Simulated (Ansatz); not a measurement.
Total energies of C$_{2}$H$_{5}$BOSi.

Cartesian coordinates in Å:
```
O -2.796 -0.334 -0.062
C -1.687 -0.548 0.114
B -0.262 -0.788 0.380
C 0.839 -0.389 -0.744
Si 0.494 1.083 0.305
H -0.049 -1.453 1.350
H 1.782 -0.911 -0.622
H 0.523 -0.340 -1.782
H -0.276 2.187 -0.308
H 1.433 1.492 1.369
```

Total charge 0; spin multiplicity 1. The bonds changed during the relaxation, so this is another structure than the one it started from. The structure was optimised at the PBE0-D4/def2-TZVP level. Basis def2-TZVPP, Ansatz.

RPA on PBE orbitals: Hartree–Fock energy of these orbitals -467.09804 Eh, correlation -1.29100 Eh (frozen core).

| functional | energy without D4 (Eh) | D4 term (kJ/mol) |
| --- | --- | --- |
| LDA (SPW92) | -466.12600 | – |
| BLYP | -468.77598 | -45.5 |
| PBE0 | -468.50031 | -17.3 |
| B3LYP | -468.86217 | -33.3 |
| r2SCANh | -468.69807 | -5.3 |
| BHLYP | -468.72543 | -25.5 |
| LC-ωPBE | -468.61124 | – |
| ωB97X-V | -468.72873 | – |
| ωB97M-V | -468.73968 | – |
| PBE-QIDH | -468.38098 | – |

(1) Give the same for PBE, revPBE, r2SCAN, B97M-V, r2SCAN0, HSE06 (plane-wave form), CAM-B3LYP, B2PLYP. (An estimate is asked.)

B3LYP takes the VWN-RPA correlation (the form of Gaussian; ORCA's B3LYP/G). HSE06 is the plane-wave form, built on full-range PBE exchange. The double hybrids freeze the cores in their second-order part.

Results:

(1) The calculation gave: 
```csv
functional,energy without D4 (Eh),D4 term (kJ/mol)
PBE,-468.46603,-20.6
revPBE,-468.72998,-62.6
r2SCAN,-468.71133,-4.9
B97M-V,-468.75729,–
r2SCAN0,-468.67943,-5.8
HSE06 (plane-wave form),-468.48417,-16.1
CAM-B3LYP,-468.74609,-17.6
B2PLYP,-468.56620,–
```

LC-ωPBE has ω = 0.4 bohr⁻¹.
